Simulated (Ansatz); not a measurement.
A series at In: from `[SH][In]([SH])[SH]`, ligands are replaced one by one, each step taking up NH₃ and setting free H₂S; n counts the steps. Ansatz, PBE0-D4/def2-TZVP geometries. Each molecule was computed in one conformer, which needn't be the lowest.

CBS adds triple-zeta CCSD(T) − MP2 to the MP2 limit, frozen cores; atoms without spin–orbit coupling. Elements past krypton have def2 core potentials. Outer-core shells of In are correlated without core-valence functions. Spin–orbit coupling is left out.

```csv
n,molecule,"atomization energy, CCSD(T)/CBS (kJ/mol)"
0,`[SH][In]([SH])[SH]`,1902.6
1,`[NH2][In]([SH])[SH]`,2300.9
2,`[NH2][In]([NH2])[SH]`,?
3,`[NH2][In]([NH2])[NH2]`,3091.1
```

Q: By hand: fit a straight line y = ȳ + b (n − n̄) to the 3 given rows and predict n = 2.

A: n̄ = 1.333, ȳ = 2431.53; Σ(n − n̄)(y − ȳ) = 1848.07, Σ(n − n̄)² = 4.667, so b = 395.99 kJ/mol a step. Prediction: 2431.53 + (395.99) × (0.667) = 2695.7 kJ/mol.

Q: By hand: compare with the computed value, 2697.0 kJ/mol, and give the steps along the whole series.

A: The line misses by 1.3 kJ/mol (computed minus predicted). Steps: 398.3, 396.1, 394.1 kJ/mol.

The steps differ by at most 4.2 kJ/mol, 1.1 % of a mean step, so the ligands' effects nearly add and a line is close. The miss is 0.1 % of the series' range. The energies themselves are unsure by some kJ/mol a bond, though much of that is common to the series.
